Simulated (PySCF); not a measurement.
Zr(Cp)2(Cl)2, C10H10Cl2Zr, singlet, GFN2-xTB optimised geometry.

```
23

Zr    -0.12    -0.05     0.00
C      0.30    -1.26     2.13
C     -0.85    -1.85     1.56
C     -1.88    -0.88     1.55
C     -1.37     0.31     2.12
C     -0.02     0.08     2.46
H      1.23    -1.77     2.36
H     -0.96    -2.90     1.31
H     -2.92    -1.06     1.31
H     -1.94     1.20     2.34
H      0.63     0.77     2.98
C     -1.51    -1.53    -1.44
C     -0.16    -1.75    -1.79
C      0.34    -0.57    -2.40
C     -0.70     0.39    -2.39
C     -1.83    -0.19    -1.78
H     -2.21    -2.28    -1.10
H      0.37    -2.70    -1.74
H      1.31    -0.46    -2.87
H     -0.66     1.37    -2.85
H     -2.82     0.26    -1.73
Cl    -0.24     2.28     0.00
Cl     2.21    -0.05     0.00
```

Density from B3LYP/def2-SVP, def2 effective core potentials past Kr (PySCF) at that geometry. The core electrons that the potentials of Zr replace are not part of the density.

Minimum of the electron density along straight lines between bonded atoms, close to the bond critical point (lines longer than 1.1 times the sum of covalent radii, or with two minima, are not listed):

```tsv
bond	length / Å	ρ at the minimum / e bohr⁻³	∇²ρ there / e bohr⁻⁵	position (fraction from the first atom)
Zr1–C2	2.483	0.048	0.15	0.51
Zr1–C3	2.492	0.048	0.14	0.51
C2–C3	1.412	0.297	-0.70	0.50
Zr1–C4	2.492	0.048	0.14	0.51
C3–C4	1.418	0.293	-0.69	0.50
Zr1–C5	2.483	0.048	0.15	0.51
C4–C5	1.412	0.297	-0.70	0.50
Zr1–C6	2.470	0.049	0.15	0.51
C2–C6	1.415	0.295	-0.69	0.50
C5–C6	1.415	0.295	-0.69	0.50
C2–H7	1.084	0.281	-1.08	0.64
C3–H8	1.084	0.279	-1.06	0.63
C4–H9	1.084	0.279	-1.06	0.63
C5–H10	1.084	0.281	-1.08	0.64
C6–H11	1.085	0.280	-1.07	0.64
Zr1–C12	2.484	0.048	0.15	0.51
Zr1–C13	2.471	0.050	0.14	0.51
C12–C13	1.415	0.295	-0.69	0.50
Zr1–C14	2.496	0.046	0.15	0.51
C13–C14	1.417	0.294	-0.69	0.50
Zr1–C15	2.496	0.046	0.15	0.51
C14–C15	1.409	0.299	-0.71	0.50
Zr1–C16	2.472	0.050	0.14	0.51
C12–C16	1.415	0.295	-0.69	0.50
C15–C16	1.417	0.294	-0.69	0.50
C12–H17	1.083	0.281	-1.06	0.63
C13–H18	1.085	0.279	-1.05	0.64
C14–H19	1.084	0.282	-1.09	0.64
C15–H20	1.084	0.282	-1.09	0.64
C16–H21	1.085	0.279	-1.05	0.64
```
